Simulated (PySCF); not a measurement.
Mapped SMILES: `[CH3:1]/[N:2]=[CH:3]/[C:4]1=[CH:5][C@@:6]2([SiH3:7])[CH:8]=[CH:9][C@@H:10]12` (H(Xn): hydrogen on atom n).

Calculated, not measured (PySCF 2.14.0 with density-fitted response routines): shielding tensors at PBE0/pcSseg-1 (GIAO), geometry from GFN2-xTB. Non-relativistic Hamiltonian, one computed conformer, rapidly exchanging positions averaged, gas phase.

Shifts are taken against calculated references (same method and geometry level): ¹³C (σ = 186.93 ppm), ¹H (σ = 31.72 ppm), ²⁹Si (σ = 349.16 ppm) against TMS; ¹⁵N (σ = 267.73 ppm) vs NH3.

| atoms | nucleus | count | δ (ppm) |
| --- | --- | --- | --- |
| C3 | ¹³C | 1 | 158.7 |
| H(C10) | ¹H | 1 | 4.20 |
| C6 | ¹³C | 1 | 47.9 |
| C1 | ¹³C | 1 | 52.1 |
| H(C3) | ¹H | 1 | 8.16 |
| C9 | ¹³C | 1 | ? |
| H(Si7) | ¹H | 3 | 4.08 |
| N2 | ¹⁵N | 1 | ? |
| H(C5) | ¹H | 1 | 7.06 |
| H(C9) | ¹H | 1 | ? |
| Si7 | ²⁹Si | 1 | -73.7 |
| C5 | ¹³C | 1 | 157.8 |
| C8 | ¹³C | 1 | 155.8 |
| H(C8) | ¹H | 1 | ? |
| H(C1) | ¹H | 3 | ? |
| C10 | ¹³C | 1 | 54.8 |
| C4 | ¹³C | 1 | 160.7 |

Fill in the missing shifts.

Results:


- C9: 151.4 ppm, alkene CH; an sp2 carbon of a C=C bond
- H(C9): 6.97 ppm, hydrogen on an alkene CH; olefinic region
- H(C8): 6.89 ppm, hydrogen on an alkene CH; attached to an sp2 carbon and in the plane of the double bond
- H(C1): 3.84 ppm, hydrogen on a methyl carbon bonded to N; its carbon carries N, which withdraws density
- N2: 383.5 ppm, imine nitrogen

Shifts are as computed. Against solution values, carbons near 30 ppm lie about +3 ppm off and those near 130 ppm about +5 ppm. Of 1309 compounds with measured shifts, 239 miss one by over three times the rms of a fit or turn the order of signals round; such compounds aren't used in these exercises. Experimental scales use liquid or dissolved standards, which lie at an offset from isolated NH3 (liquid NH3: subtract about 20 ppm). Unscaled 15N shifts of sp2 nitrogen come out 20 to 40 ppm too high even then.
